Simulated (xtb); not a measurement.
H₃Sn, doublet, from a rough starting geometry (GFN-xTB shapes and energies of metal compounds can be far from the true ones) (the spin is typed, not shown lowest).

Here is a job for xtb.
```
$ xtb mol.xyz --gfn 2 --uhf 1 --opt vtight --json

# file mol.xyz
4

Sn     0.56686871     0.13974478    -0.29631610
H      0.50746671    -0.41350133     1.44223651
H     -0.60426213     1.47056171    -0.13282531
H     -0.44922972    -1.13964056    -1.06608078
```

Question: Predict the total energy at the end of the optimisation from GFN2-xTB run with xtb 6.7.1.

Answer: -3.5735 Eh

Question: Estimate the dipole moment that GFN2-xTB returns for this input.

Answer: 1.93 D
